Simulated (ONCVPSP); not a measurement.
tantalum (Ta) ONCV: all-electron and pseudo phase curves

- Element: tantalum (Ta)
- Generator: ONCVPSP 4.0.1
- Type: optimised norm-conserving Vanderbilt (ONCV)
- Functional: LDA (Perdew-Wang 92)
- Relativity: scalar-relativistic
- Frozen core: [Kr] 4d10 4f14
- Valence charge: 13
- Reference configuration: 5s2 5p6 5d3 6s2
- Partial waves: 5s+6s: rc 2.10 bohr, ncon 4, nbas 8, qcut 5.2 1/bohr, 3 projectors, debl 2.5 Ha; 5p: rc 1.40 bohr, ncon 4, nbas 7, qcut 6.3 1/bohr, 2 projectors, debl 2.5 Ha; 5d: rc 3.10 bohr, ncon 4, nbas 8, qcut 4 1/bohr, 1 projector
- Local potential: polynomial inside 0.95 bohr (lpopt 5, dvloc0 1 Ha)
- Core correction: Teter function, fcfact 2.1, rcfact 1.2

The phase is arctan(r·R′/R) of the radial function R(r), unwrapped; energies in Ha, scanned from -4 to 5 Ha. A pole is an energy at which the radial function vanishes at the test radius. The pseudo phase is shifted by a multiple of π to meet the all-electron one at the reference energy, and phase errors are pseudo minus all-electron; the curves can meet again beyond the range given. Levels narrower than the energy grid can be missing from the lists of poles.

Q: For each channel, where are the poles, and over which energies does the pseudopotential scatter like the atom?

A:

| channel | radius (bohr) | reference energy (Ha) | poles, all-electron | poles, pseudo | unbroken range about the reference energy with phases within 0.05 rad | phase error 1 Ha above the reference energy (rad) |
| --- | --- | --- | --- | --- | --- | --- |
| s | 2.13 | -0.21 | -2.59, 3.02 | -2.59, 3.02 | the whole range | -0.000 |
| p | 1.42 | -1.45 | 1.03 | 1.03 | the whole range | -0.000 |
| d | 3.14 | -0.14 | 0.03, 2.12 | 0.03, 2.79 | below 0.4 | +0.584 |

Note: no bound ghost flagged; GHOST(+) flagged for s at 55.5 eV, p at 244.3 eV.

Phases in the s channel:

| E (Ha) | all-electron | pseudo |
| --- | --- | --- |
| -3.98 | 1.313 | 1.313 |
| -3.50 | 1.256 | 1.256 |
| -3.02 | 1.014 | 1.014 |
| -2.54 | -1.620 | -1.620 |
| -2.06 | -1.803 | -1.803 |
| -1.58 | -1.902 | -1.902 |
| -1.10 | -2.033 | -2.033 |
| -0.62 | -2.288 | -2.288 |
| -0.14 | -2.937 | -2.937 |
| 0.34 | -3.877 | -3.877 |
| 0.82 | -4.306 | -4.306 |
| 1.30 | -4.484 | -4.484 |
| 1.78 | -4.580 | -4.580 |
| 2.26 | -4.642 | -4.642 |
| 2.74 | -4.689 | -4.689 |
| 3.22 | -4.728 | -4.728 |
| 3.70 | -4.766 | -4.766 |
| 4.18 | -4.806 | -4.806 |
| 4.66 | -4.857 | -4.856 |
